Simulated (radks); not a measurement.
Question: All-electron calculation, non-relativistic Kohn-Sham, PBE, spin-polarised, spherical densities, point nucleus; open shells are filled with parallel spins first. Program: a radial shooting solver on a logarithmic mesh with Libxc functionals. Response by self-consistent Sternheimer equations with the Hartree and adiabatic LDA kernel. For heavy and open-shell atoms this level of theory can miss by tens of per cent. Rank Ni, Al, Cl, C3+, Ga3+, Se (NIST ground configurations) by static dipole polarisability, largest first.

Answer: Al 66.57, Ni 48.43, Se 27.85, Cl 15.80, C3+ 2.905, Ga3+ 1.459 bohr^3.
